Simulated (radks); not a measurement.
Species: Cu. Configuration: [Ar] 3d10 5s1 (not the ground configuration). Calculated with a radial shooting solver on a logarithmic mesh with Libxc functionals: scalar-relativistic Kohn-Sham, XLYP, spin-polarised, spherical densities, finite nucleus; open shells are filled with parallel spins first; Fermi nuclear charge, rms radius 3.8823 fm. Some entries of the table are withheld. Estimate them.

| orbital | occ. | eigenvalue (eV) | <r> (bohr) | r(max) (bohr) |
|---|---|---|---|---|
| 1s up | 1 | -8860.051 | 0.05213 | 0.03411 |
| 1s down | 1 | -8860.047 | 0.05213 | 0.03411 |
| 2s up | 1 | -1067.517 | 0.2352 | 0.1966 |
| 2s down | 1 | -1067.511 | 0.2352 | 0.1966 |
| 2p up | 3 | -922.2114 | 0.2064 | 0.1581 |
| 2p down | 3 | -922.2065 | 0.2064 | 0.1581 |
| 3s up | 1 | (1) | (2) | 0.6132 |
| 3s down | 1 | (3) | (4) | 0.6132 |
| 3p up | 3 | -76.9239 | 0.7502 | 0.6193 |
| 3p down | 3 | -76.9107 | 0.7501 | 0.6193 |
| 3d up | 5 | -9.8655 | 1.019 | 0.6022 |
| 3d down | 5 | -9.8489 | 1.022 | 0.6022 |
| 5s up | 1 | (5) | 8.000 | 7.056 |

Answer. 
(1) 3s up eigenvalue (eV): -119.3928
(2) 3s up <r> (bohr): 0.7124
(3) 3s down eigenvalue (eV): -119.3807
(4) 3s down <r> (bohr): 0.7124
(5) 5s up eigenvalue (eV): -1.5392
